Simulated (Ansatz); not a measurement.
Consider the ligand exchange at the Si–O bond: `N[SiH2]O[SiH](N)O` + HCl → `N[SiH2]O[SiH](N)Cl` + H₂O.

Gas-phase electronic energies from Ansatz, PBE0-D4/def2-TZVP geometries. CCSD(T)/CBS adds triple-zeta CCSD(T) − MP2 to the extrapolated MP2 energy (def2 sets, frozen cores). This one scheme is used for every species. Functionals use def2-TZVPP. B3LYP here is the variant with VWN-RPA as its local correlation; programs differ in this. One conformer a species, not always the lowest.

Problem. Is it downhill or uphill in electronic energy at CCSD(T)/CBS, and by how much? (Best estimate.)

Solution. Computed: Uphill: ΔE = +0.03 eV.

Problem. What do these levels give: PBE-D4, B3LYP-D4, CCSD/def2-TZVPP, MP2/def2-QZVPP, SCS-MP2/def2-QZVPP, MP2/CBS(def2)? (An estimate is asked.)

Solution. The calculation gave: PBE-D4 0.00, B3LYP-D4 0.05, CCSD/def2-TZVPP 0.11, MP2/def2-QZVPP 0.01, SCS-MP2/def2-QZVPP 0.04, MP2/CBS(def2) -0.02 eV.

Largest T1 diagnostic among the species: 0.011.
